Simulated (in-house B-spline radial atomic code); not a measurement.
As. Computed with a B-spline radial atomic code. Model: non-relativistic spherical atom: semilocal Troullier-Martins pseudo-atom, one channel per l, against all electrons, high spin, G0W0 and RPA with empty states to l = 8, local potential for every l without a channel, a model core (radius 0 = none) keeps its share of the functional.

What the tables leave out is listed at the end.

The pseudopotential gives back the lowest level of each angular momentum of its own functional in the configuration it was made in; a second state of the same l is only approximately right. Exact exchange, RPA and GW see the smooth pseudo-orbitals and miss the exchange with the core, for which the functional's share stands in. The column with an uncorrelated core keeps all orbitals and exact exchange, and so separates missing core correlation from pseudisation. Only the three outermost levels and the lowest empty one were computed. RPA here is direct RPA, with no exchange kernel, and its energies carry an (l + 1/2)⁻⁴ tail. A hybrid on a potential with a model core restores only its own semilocal share of the core's exchange.

Command:
```bash
python run_psgw.py task.json out
```
Settings (lengths in bohr, energies in hartree):
```
Z                      33
electrons              33
configuration          [Ar] 3d10 4s2 4p3
generated_in           [Ar] 3d10 4s2 4p3
functional             pbe,pbe
core_shells            5
radius_factor          0.8
core_correction        False
```

Run time, properties included: 23 s on 1 thread of Arm Neoverse V2, on a shared host.

Given: made with PBE; model core radius 0 bohr; local radius 1.221 bohr; mean-field start PBE.

Valence shells of the generating configuration: 3d, 4s, 4p.

Channel: s 1.329, p 1.604, d 1.153 (radii in bohr).

Computed: largest level miss in the spin-unpolarised generating configuration 0 eV; valence RPA correlation energy all-electron orbitals -0.88908 hartree; all-electron RPA polarisability, core included 27.777 bohr³; pseudo-atom RPA polarisability 27.676 bohr³.

| level | occupied | mean-field all-electron (eV) | mean-field pseudo minus all (eV) | G0W0 all-electron (eV) | G0W0 uncorrelated core minus all (eV) | G0W0 pseudo minus all (eV) | exchange self-energy all-electron (eV) | exchange self-energy pseudo (eV) |
| --- | --- | --- | --- | --- | --- | --- | --- | --- |
| 4p up | 1 | -5.9554 | -0.008 | -9.6681 | -0.032 | -0.217 | -16.345 | -15.525 |
| 4p down (empty) | 0 | -3.6564 | 0.05 | -1.1089 | -0.026 | -0.18 | -4.3055 | -3.4649 |

**Question.** What is the valence RPA correlation energy pseudo?

**Answer.** -1.1603 hartree.

Given: mean-field start PBE0.

Computed: valence RPA correlation energy pseudo -1.1224 hartree; all-electron RPA polarisability, core included 23.291 bohr³; pseudo-atom RPA polarisability 22.659 bohr³.

```csv
level,occupied,mean-field all-electron (eV),mean-field pseudo minus all (eV),G0W0 all-electron (eV),G0W0 uncorrelated core minus all (eV),G0W0 pseudo minus all (eV),exchange self-energy all-electron (eV),exchange self-energy pseudo (eV)
4p up,1,-7.1338,-0.067,-9.9925,-0.033,-0.23,-16.38,-15.792
4s down,1,-13.452,0.083,-16.339,-0.034,-0.233,-16.195,-14.488
4p down (empty),0,-2.6294,0.007,-0.81084,-0.021,-0.094,-3.9153,-3.2753
```

**Question.** What is the valence RPA correlation energy all-electron orbitals?

**Answer.** -0.84604 hartree.

Given: mean-field start Hartree-Fock.

Computed: valence RPA correlation energy all-electron orbitals -0.74466 hartree; valence RPA correlation energy pseudo -1.0289 hartree; all-electron RPA polarisability, core included 17.134 bohr³.

```csv
level,occupied,mean-field all-electron (eV),mean-field pseudo minus all (eV),G0W0 all-electron (eV),G0W0 uncorrelated core minus all (eV),G0W0 pseudo minus all (eV),exchange self-energy all-electron (eV),exchange self-energy pseudo (eV)
4p up,1,-10.073,-0.413,-10.402,-0.026,-0.164,-16.182,-16.35
4s down,1,-15.13,0.171,-16.507,-0.021,-0.03,-15.539,-14.273
4s up,1,-22.194,-0.375,-20.169,-0.027,-0.353,-22.451,-21.887
```

**Question.** What is the pseudo-atom RPA polarisability?

**Answer.** 15.474 bohr³.

Among the listed levels the largest G0W0 shift of the pseudo-atom is -0.35 eV, for 4s up on the Hartree-Fock start, while leaving the core uncorrelated moves that level by -0.03 eV. So pseudisation and the lost core exchange, not the missing core correlation, make the error. Not in the tables (levels of low weight, unsolved or above zero; the highest and the empty levels are kept at any weight): on PBE the G0W0 levels 4s down (pseudo minus all -0.23 eV, weights 0.72 and 0.74), 4s up (pseudo minus all -0.05 eV, weights 0.06 and 0.06); on PBE0 the G0W0 levels 4s up (pseudo minus all -0.12 eV, weights 0.32 and 0.34).
